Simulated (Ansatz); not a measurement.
One change: `CN[SiH2]S` becomes `CN[SiH2]NC`.

Ansatz, PBE0-D4/def2-TZVP geometries, multiplicity 1. Each molecule was computed in one conformer, which needn't be the lowest.

```json
{"property": "HOMO–LUMO gap (PBE/def2-TZVPP) / eV", "`CN[SiH2]S`": "5.08"}
{"property": "LUMO energy (B3LYP/def2-TZVPP) / eV", "`CN[SiH2]S`": "0.14"}
{"property": "HOMO energy (PBE/def2-TZVPP) / eV", "`CN[SiH2]S`": "-5.59"}
{"property": "size of the dipole moment (ωB97M-V/def2-TZVPP) / D", "`CN[SiH2]S`": "1.62"}
{"property": "LUMO energy (PBE/def2-TZVPP) / eV", "`CN[SiH2]S`": "-0.52"}
{"property": "HOMO energy (PBE0/def2-TZVPP) / eV", "`CN[SiH2]S`": "-6.93"}
```

Q: Give the same properties after the change, and the shifts. (Best estimate.)

A: Ansatz gave: 
| property | `CN[SiH2]NC` | shift |
| --- | --- | --- |
| HOMO–LUMO gap (PBE/def2-TZVPP) / eV | 5.48 | 0.40 |
| LUMO energy (B3LYP/def2-TZVPP) / eV | 0.77 | 0.63 |
| HOMO energy (PBE/def2-TZVPP) / eV | -5.25 | 0.34 |
| size of the dipole moment (ωB97M-V/def2-TZVPP) / D | 1.04 | -0.58 |
| LUMO energy (PBE/def2-TZVPP) / eV | 0.23 | 0.75 |
| HOMO energy (PBE0/def2-TZVPP) / eV | -6.59 | 0.34 |

With PBE0 the HOMO rises by 0.34 eV and the LUMO rises by 0.67 eV, so the gap widens by about 0.33 eV. PBE moves the HOMO by 0.34 eV and ωB97M-V by 0.29 eV. Dipoles are sizes alone; their direction can turn.

B3LYP here is the variant with VWN-RPA as its local correlation; programs differ in this.

Positive LUMOs are unbound, so they and the gaps depend on the basis.
